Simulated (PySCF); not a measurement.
Job file and geometry (Å, from GFN2-xTB) of an NMR shielding run on `CC([B@@-]([N+]#C)(C)C#CC)C`, C8H14BN, PySCF 2.14.0, density-fitted response routines, GIAO PBE0/pcSseg-1 NMR shielding, non-relativistic, gas phase; density fitting, a coarse starting grid and PySCF grid level 2 are the driver's defaults:

```
$ OMP_NUM_THREADS=1 python probes_run.py task.json out

{"job": {"kind": "nmr", "xc": "PBE0", "basis": "pcSseg-1"}, "charge": 0, "multiplicity": 1}
C     -1.769852     2.019942    -0.660741
N     -0.943725     1.375863    -0.192477
B      0.046827     0.491572     0.412642
C      0.543581     1.217519     1.794641
C      1.194201     0.364620    -0.631867
C      2.099156     0.254273    -1.415540
C      3.200093     0.113537    -2.350781
C     -0.723990    -0.961118     0.657478
C     -1.873114    -0.876182     1.659931
C     -1.223037    -1.577677    -0.649038
H     -2.519528     2.619240    -1.092561
H     -0.288706     1.503918     2.433674
H      1.179465     0.540236     2.357818
H      1.124069     2.113452     1.585936
H      3.226758     0.965571    -3.031503
H      4.145872     0.067330    -1.809933
H      3.085690    -0.799763    -2.936042
H      0.031822    -1.636075     1.071647
H     -2.322709    -1.857812     1.810592
H     -1.522318    -0.515962     2.623344
H     -2.652821    -0.202981     1.303428
H     -0.414792    -1.635707    -1.374416
H     -1.607330    -2.583572    -0.479770
H     -2.027347    -0.980459    -1.078903
```

Task: What does the program print?

Result: 
```
coarse grid: 19520 points
cycle   1  E = -392.0462613812  dE =  1.223e+00  |g| = 7.398e-01  |ddm| = 4.453e+00
cycle   2  E = -391.5753065257  dE =  4.710e-01  |g| = 1.524e+00  |ddm| = 2.255e+00
cycle   3  E = -392.1948534020  dE = -6.195e-01  |g| = 2.628e-01  |ddm| = 1.556e+00
cycle   4  E = -392.2090664805  dE = -1.421e-02  |g| = 1.048e-01  |ddm| = 2.605e-01
cycle   5  E = -392.2110472093  dE = -1.981e-03  |g| = 4.526e-02  |ddm| = 1.106e-01
cycle   6  E = -392.2115589649  dE = -5.118e-04  |g| = 8.335e-03  |ddm| = 4.325e-02
cycle   7  E = -392.2115726446  dE = -1.368e-05  |g| = 3.753e-03  |ddm| = 7.955e-03
cycle   8  E = -392.2115753577  dE = -2.713e-06  |g| = 1.184e-03  |ddm| = 3.075e-03
final grid: 187072 points
cycle   9  E = -392.2697873887  dE = -6.841e-05  |g| = 1.031e-02  |ddm| = 4.633e-02
cycle  10  E = -392.2697643847  dE =  2.300e-05  |g| = 1.434e-02  |ddm| = 2.044e-02
cycle  11  E = -392.2698099137  dE = -4.553e-05  |g| = 4.563e-03  |ddm| = 1.233e-02
cycle  12  E = -392.2698143278  dE = -4.414e-06  |g| = 6.126e-04  |ddm| = 2.717e-03
cycle  13  E = -392.2698143946  dE = -6.675e-08  |g| = 3.234e-04  |ddm| = 7.566e-04
cycle  14  E = -392.2698144178  dE = -2.323e-08  |g| = 1.069e-04  |ddm| = 2.948e-04
cycle  15  E = -392.2698144206  dE = -2.742e-09  |g| = 2.177e-05  |ddm| = 1.101e-04
cycle  16  E = -392.2698144207  dE = -1.069e-10  |g| = 5.589e-06  |ddm| = 2.573e-05
converged SCF energy = -392.2698144207

GIAO shielding tensors (ppm)
atom      isotropic    diamagn.    paramagn.     s11        s22        s33       span
  0 C       75.927     265.182    -189.255      3.664      5.769    218.346    214.682
  1 N       23.385     328.078    -304.693   -150.239   -138.460    358.854    509.092
  2 B      130.550     184.305     -53.755    122.685    133.196    135.769     13.085
  3 C      174.585     249.719     -75.134    164.064    171.116    188.575     24.511
  4 C       88.263     260.849    -172.586     -9.419     -0.251    274.460    283.878
  5 C       88.577     277.961    -189.384      3.047      6.740    255.945    252.898
  6 C      180.922     252.325     -71.403    173.222    173.526    196.017     22.795
  7 C      157.441     247.764     -90.324    151.788    157.371    163.163     11.375
  8 C      167.174     247.091     -79.917    153.750    159.927    187.844     34.094
  9 C      165.051     248.218     -83.167    148.083    159.350    187.718     39.635
 10 H       27.484      30.958      -3.475     22.904     23.598     35.950     13.046
 11 H       31.786      31.233       0.554     27.412     30.718     37.229      9.817
 12 H       31.484      31.270       0.214     27.910     28.874     37.669      9.759
 13 H       31.324      30.251       1.073     27.322     29.317     37.333     10.011
 14 H       29.806      28.158       1.648     24.536     28.226     36.655     12.119
 15 H       29.698      28.128       1.571     24.380     28.048     36.668     12.288
 16 H       29.733      30.040      -0.307     24.184     28.562     36.453     12.269
 17 H       30.686      33.858      -3.172     27.895     28.704     35.459      7.565
 18 H       30.750      29.656       1.094     26.173     28.158     37.920     11.747
 19 H       30.495      30.623      -0.128     24.762     29.827     36.897     12.134
 20 H       31.502      31.335       0.167     27.726     30.625     36.154      8.429
 21 H       29.868      32.562      -2.694     24.025     29.607     35.972     11.947
 22 H       30.729      30.911      -0.182     26.290     28.075     37.823     11.533
 23 H       31.332      32.740      -1.408     27.957     30.355     35.685      7.728
```

Size and cost of the density-fitted run: 240 basis functions, 65 s wall time on 1 thread of an Arm Neoverse V1, shared host; peak memory 1.1 GiB.
